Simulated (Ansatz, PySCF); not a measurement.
Pair of molecules: GeH4 (SMILES [GeH4]) (first 5 atoms) with C2H6O (SMILES COC); geometry from B3LYP-D3(BJ)/def2-TZVP, rigid monomers moved along the line of their centres of mass till Ge1···O7 is 3.61 Å.
(charge 0, multiplicity 1):
```xyz
14

Ge     0.2755     0.0049     0.6678
H     -0.1896    -1.4293     0.9469
H     -0.7187     1.0111     1.2663
H      0.3199     0.2217    -0.8582
H      1.6785     0.2426     1.2390
C      0.4216     0.8830     4.8098
O      0.0354    -0.3560     4.2560
C     -1.3090    -0.6797     4.5370
H      0.3312     0.8756     5.9034
H     -0.1891     1.7045     4.4137
H      1.4624     1.0505     4.5381
H     -1.4813    -0.7610     5.6176
H     -1.5173    -1.6399     4.0683
H     -1.9943     0.0745     4.1291
```

Interaction energies are E(AB) − E(A) − E(B) at the monomers' geometry in the complex; basis-set methods are counterpoise corrected. Rows marked so take none.

Rows in 3-21G, 6-31G*, STO-3G carry no dispersion term and start afresh at each structure (6-31G* with six Cartesian d functions); the Pople sets are all-electron and without relativity.

Run with Ansatz (a first-principles code); PySCF for 3-21G rows, 6-31G* rows, STO-3G rows, the dispersion terms. Each number belongs to the level named beside it.

### Question
One of these levels gives -82.0 meV for the interaction energy. Which one is it?
A. B3LYP/3-21G (no counterpoise)
B. r2SCAN-D4/def2-TZVPPD
C. HF/STO-3G (no counterpoise)
D. BP86/6-31G* (no counterpoise)

### Answer
B, r2SCAN-D4/def2-TZVPPD. The others give -14.5 (HF/STO-3G (no counterpoise)), -30.3 (BP86/6-31G* (no counterpoise)), -182.4 (B3LYP/3-21G (no counterpoise))
